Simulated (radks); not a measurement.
Hf45+, configuration [Ar] 3d8.75 4s0.25 (fractional occupations, a model configuration).

Calculated with a radial shooting solver on a logarithmic mesh with Libxc functionals: scalar-relativistic Kohn-Sham, BP86, spin-unpolarised, spherical densities, point nucleus.

Energy parts (eV):
part                      energy
total                 -370386.15
kinetic                409188.16
electron-nucleus      -841259.03
Hartree                 67739.62
exchange-correlation    -6054.90

Orbitals (lengths in bohr, moments of r in powers of bohr; <r^-3> diverges for s and p1/2; r(max) is where P^2 peaks):
orbital  occ.  eigenvalue (eV)  <r^-3>  <1/r>   r(max)      <r^2>
1s          2        -67661.95       -  83.86  0.01190  0.0004947
2s          2        -13481.03       -  19.63  0.06795   0.007592
2p          6        -12126.79   17900  17.90  0.05556   0.006235
3s          2        -4705.058       -  7.459   0.1894    0.04716
3p          6        -4298.395    4211  6.940   0.1863    0.04707
3d       8.75        -3843.829   553.9  6.572   0.1507    0.03815
4s       0.25        -2333.153       -  3.725   0.3966     0.1793

The highest occupied level is 4s at -2333.2 eV. Summed over all electrons, <r^2> = 0.8090 bohr^2, which gives a Langevin (diamagnetic) susceptibility term of -0.641 x 10^-6 cm^3/mol. The density falls to 0.001 e/bohr^3 at r = 0.82 bohr.
